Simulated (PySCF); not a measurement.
## Calculated data, BGeH3N, B2GeH5O, AlB2GeH5, CH6AlBGe and others

Calculation on a computer-drawn molecule: the log of a Hartree-Fock and frozen-core CCSD(T) single point meant for a local Hartree-Fock minimum, with one planted fault or none, to be diagnosed. Offsets are logged minus clean, where the clean run is the same molecule without the fault. The reference is restricted for singlets and unrestricted otherwise, and also for a bond in bohr or an excited solution. Adding or removing an electron swaps singlet and doublet. The excited solution moves the top pair (singlet) or top alpha electron (doublet) to the lowest empty orbital. Highest occupied and lowest empty are orbital energies over both spins, largest force is the largest gradient component, triples share is (T) over the correlation energy, the T1 limit is 0.02 restricted and 0.045 unrestricted, electrons count all cores, a negative frequency is imaginary (commonest isotopes), and the dipole is about the centre of nuclear charge; on germanium a core potential holds 10 electrons, which the energies leave out, and 3d is frozen in MP2 and coupled-cluster steps. Program: PySCF 2.14.0.

Common to all runs: meant multiplicity 1; meant basis and core potential on germanium cc-pVDZ-PP ECP10MDF; logged SCF converged yes; logged CC converged yes; logged SCF stable within its kind yes; possible faults no fault, one electron removed, one electron added, multiplicity raised by two, geometry at a saddle point, SCF held on an excited solution, minimal basis STO-3G, one bond length entered in bohr, all coordinates scaled.

(1) 
```xyz
6
formula=BGeH3N meant_charge=1 meant_basis=cc-pVDZ logged_electrons=46 logged_basis_functions=66 logged_spin_squared=2.0184 logged_highest_occupied=-12.285 logged_lowest_empty=-7.7564 logged_largest_force=0.094618 logged_T1_diagnostic=0.042375 logged_D1_diagnostic=0.1994 logged_triples_share=0.031424 logged_dipole_magnitude=5.9996 logged_energy_HF=-373.87416 logged_energy_CCSD(T)=-374.19122 planted_fault=multiplicity_raised_by_two HF_energy_offset_from_clean_run=82.42 CCSD(T)_energy_offset_from_clean_run=99.19
B      1.5812     0.7542    -0.0790
N      1.3504    -0.2236     0.6902
Ge     1.0398    -1.5456     1.7322
H      1.7944     1.6576    -0.7897
H      2.1209    -2.5764     1.9287
H     -0.3026    -1.6264     2.4116
```

Units: logged_highest_occupied, logged_lowest_empty in eV; logged_largest_force in hartree/bohr; logged_dipole_magnitude in debye; logged_energy_HF, logged_energy_CCSD(T) in hartree; HF_energy_offset_from_clean_run, CCSD(T)_energy_offset_from_clean_run in kcal/mol.

Drawn bonds:
```
atom  other atom  order
   1           2      1
   2           3      2
   1           4      1
   3           5      1
   3           6      1
```

(2) 
```xyz
9
formula=B2GeH5O meant_charge=1 meant_basis=cc-pVDZ logged_electrons=54 logged_basis_functions=90 logged_spin_squared=1.0136 logged_highest_occupied=-15.29 logged_lowest_empty=-5.4824 logged_largest_force=0.028696 logged_T1_diagnostic=0.028895 logged_D1_diagnostic=0.11635 logged_triples_share=0.025754 logged_dipole_magnitude=10.09 logged_energy_HF=-420.03019 logged_energy_CCSD(T)=-420.46212 planted_fault=one_bond_length_entered_in_bohr,row_1_of_the_drawn_bonds HF_energy_offset_from_clean_run=175.3 CCSD(T)_energy_offset_from_clean_run=201.5
B     -2.3584    -0.3931     1.3924
O     -0.4603     0.6606     0.7028
Ge     1.2565     1.6007     0.1897
B      1.1252     1.7754    -1.8783
H     -3.3335    -0.9339     1.7445
H      2.2006     0.5828     0.7989
H      1.0516     2.8242     1.0612
H      2.0316     2.3042    -2.4393
H      0.1700     1.3538    -2.4488
```

Units: logged_highest_occupied, logged_lowest_empty in eV; logged_largest_force in hartree/bohr; logged_dipole_magnitude in debye; logged_energy_HF, logged_energy_CCSD(T) in hartree; HF_energy_offset_from_clean_run, CCSD(T)_energy_offset_from_clean_run in kcal/mol.

Drawn bonds:
```
atom  other atom  order
   1           2      1
   2           3      1
   3           4      1
   1           5      1
   3           6      1
   3           7      1
   4           8      1
   4           9      1
```

(3) 
```xyz
9
formula=AlB2GeH5 meant_charge=0 meant_basis=cc-pV(D+d)Z logged_electrons=60 logged_basis_functions=99 logged_spin_squared=2.0422 logged_highest_occupied=-7.2697 logged_lowest_empty=-0.17528 logged_largest_force=0.021949 logged_T1_diagnostic=0.022611 logged_D1_diagnostic=0.076932 logged_triples_share=0.029583 logged_dipole_magnitude=0.8139 logged_energy_HF=-587.42752 logged_energy_CCSD(T)=-587.78495 planted_fault=multiplicity_raised_by_two HF_energy_offset_from_clean_run=21.69 CCSD(T)_energy_offset_from_clean_run=33.3
B     -0.0152     1.7010     1.1761
Al     1.3886     0.0910     1.4350
B      0.8141    -1.9813     1.3769
Ge     0.7651    -3.2510    -0.2475
H     -0.6008     2.2102     2.0979
H     -0.2780     2.1637     0.0945
H      2.9274     0.4305     1.6718
H      0.4803    -2.4860     2.4256
H     -0.7396    -2.8021    -0.5023
```

Units: logged_highest_occupied, logged_lowest_empty in eV; logged_largest_force in hartree/bohr; logged_dipole_magnitude in debye; logged_energy_HF, logged_energy_CCSD(T) in hartree; HF_energy_offset_from_clean_run, CCSD(T)_energy_offset_from_clean_run in kcal/mol.

Drawn bonds:
```
atom  other atom  order
   1           2      1
   2           3      1
   3           4      1
   1           5      1
   1           6      1
   2           7      1
   3           8      1
   4           9      1
```

(4) 
```xyz
10
formula=CH6AlBGe meant_charge=0 meant_basis=cc-pV(D+d)Z logged_electrons=62 logged_basis_functions=104 logged_spin_squared=0 logged_highest_occupied=-8.1005 logged_lowest_empty=0.75091 logged_largest_force=0.039051 logged_T1_diagnostic=0.016208 logged_D1_diagnostic=0.051541 logged_triples_share=0.039318 logged_dipole_magnitude=1.9433 logged_energy_HF=-601.19243 logged_energy_CCSD(T)=-601.65709 planted_fault=all_coordinates_scaled,by_+8.4_% HF_energy_offset_from_clean_run=32.13 CCSD(T)_energy_offset_from_clean_run=22.2
B     -1.0629    -2.5495     1.3256
Al     0.7090    -1.1272     0.7771
C      1.7108    -1.2537    -1.0519
Ge     1.2667    -2.5322    -2.4189
H     -0.8942    -3.6901     1.9425
H     -2.3118    -2.2617     1.0660
H      1.2141     0.0702     1.9123
H      2.6052    -0.5347    -1.3271
H      0.0464    -3.6314    -2.2364
H      2.0191    -2.6824    -3.8828
```

Units: logged_highest_occupied, logged_lowest_empty in eV; logged_largest_force in hartree/bohr; logged_dipole_magnitude in debye; logged_energy_HF, logged_energy_CCSD(T) in hartree; HF_energy_offset_from_clean_run, CCSD(T)_energy_offset_from_clean_run in kcal/mol.

Drawn bonds:
```
atom  other atom  order
   1           2      1
   2           3      1
   3           4      2
   1           5      1
   1           6      1
   2           7      1
   3           8      1
   4           9      1
   4          10      1
```

(5) 
```xyz
7
formula=AlBGeH3N meant_charge=0 meant_basis=cc-pV(D+d)Z logged_electrons=60 logged_basis_functions=89 logged_spin_squared=2.0222 logged_highest_occupied=-5.6178 logged_lowest_empty=-0.28387 logged_largest_force=0.026493 logged_T1_diagnostic=0.033648 logged_D1_diagnostic=0.10936 logged_triples_share=0.041893 logged_dipole_magnitude=5.2643 logged_energy_HF=-616.04218 logged_energy_CCSD(T)=-616.46906 planted_fault=multiplicity_raised_by_two HF_energy_offset_from_clean_run=32.28 CCSD(T)_energy_offset_from_clean_run=42.21
B     -1.5851     1.8776    -1.0081
Al    -0.0482     2.4205     0.3782
N      1.1269     2.8333     1.4415
Ge     2.3170     3.1174     2.7561
H     -1.4049     1.0076    -1.8087
H     -2.6409     2.4394    -0.9991
H      3.1931     4.2746     2.0541
```

Units: logged_highest_occupied, logged_lowest_empty in eV; logged_largest_force in hartree/bohr; logged_dipole_magnitude in debye; logged_energy_HF, logged_energy_CCSD(T) in hartree; HF_energy_offset_from_clean_run, CCSD(T)_energy_offset_from_clean_run in kcal/mol.

Drawn bonds:
```
atom  other atom  order
   1           2      1
   2           3      2
   3           4      1
   1           5      1
   1           6      1
   4           7      1
```
